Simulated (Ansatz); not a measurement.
Total energies of `C[BH][GeH3]`.

```xyz
10

C    -1.2926    0.7824   -0.5183
B    -0.0332    0.6291    0.3686
Ge    1.2435   -0.9918    0.2662
H    -1.5910    1.8154   -0.7122
H    -2.0938    0.3608    0.1167
H    -1.3039    0.2024   -1.4426
H     0.2032    1.4604    1.2008
H     2.6263   -0.5233   -0.2360
H     0.7648   -2.1016   -0.6915
H     1.4768   -1.6338    1.6484
```

Total charge 0; spin multiplicity 1. Correlated methods include outer-core shells of Ge, which these sets cover unevenly. Scalar relativity is left out up to krypton. The structure was optimised at the PBE0-D4/def2-TZVP level. Basis def2-TZVPP, Ansatz.

RPA on PBE orbitals: Hartree–Fock energy of these orbitals -2141.94475 Eh, correlation -0.95297 Eh (frozen core).

```
functional  energy without D4 (Eh)  D4 term (kJ/mol)
   r2SCAN0             -2144.08517              -4.2
   ωB97X-V             -2143.95663                 –
```

Task: Give the same for LDA (SPW92), PBE, revPBE, BLYP, r2SCAN, B97M-V, PBE0, B3LYP, r2SCANh, HSE06 (plane-wave form), BHLYP, CAM-B3LYP, LC-ωPBE, ωB97M-V, B2PLYP, PBE-QIDH. (Estimate.)

Result: Computed: 
```json
{"functional": "LDA (SPW92)", "energy without D4 (Eh)": "-2140.28441", "D4 term (kJ/mol)": "–"}
{"functional": "PBE", "energy without D4 (Eh)": "-2143.73160", "D4 term (kJ/mol)": "-14.7"}
{"functional": "revPBE", "energy without D4 (Eh)": "-2143.98110", "D4 term (kJ/mol)": "-45.2"}
{"functional": "BLYP", "energy without D4 (Eh)": "-2144.16723", "D4 term (kJ/mol)": "-32.5"}
{"functional": "r2SCAN", "energy without D4 (Eh)": "-2144.10636", "D4 term (kJ/mol)": "-3.6"}
{"functional": "B97M-V", "energy without D4 (Eh)": "-2143.79161", "D4 term (kJ/mol)": "–"}
{"functional": "PBE0", "energy without D4 (Eh)": "-2143.80826", "D4 term (kJ/mol)": "-12.4"}
{"functional": "B3LYP", "energy without D4 (Eh)": "-2144.22508", "D4 term (kJ/mol)": "-23.8"}
{"functional": "r2SCANh", "energy without D4 (Eh)": "-2144.09745", "D4 term (kJ/mol)": "-3.8"}
{"functional": "HSE06 (plane-wave form)", "energy without D4 (Eh)": "-2143.80336", "D4 term (kJ/mol)": "-11.6"}
{"functional": "BHLYP", "energy without D4 (Eh)": "-2144.10310", "D4 term (kJ/mol)": "-18.3"}
{"functional": "CAM-B3LYP", "energy without D4 (Eh)": "-2144.23863", "D4 term (kJ/mol)": "-12.6"}
{"functional": "LC-ωPBE", "energy without D4 (Eh)": "-2143.84855", "D4 term (kJ/mol)": "–"}
{"functional": "ωB97M-V", "energy without D4 (Eh)": "-2143.98882", "D4 term (kJ/mol)": "–"}
{"functional": "B2PLYP", "energy without D4 (Eh)": "-2143.72031", "D4 term (kJ/mol)": "–"}
{"functional": "PBE-QIDH", "energy without D4 (Eh)": "-2143.47166", "D4 term (kJ/mol)": "–"}
```

B3LYP takes the VWN-RPA correlation (the form of Gaussian; ORCA's B3LYP/G). HSE06 is the plane-wave form, built on full-range PBE exchange. The double hybrids freeze the cores in their second-order part.

LC-ωPBE has ω = 0.4 bohr⁻¹.
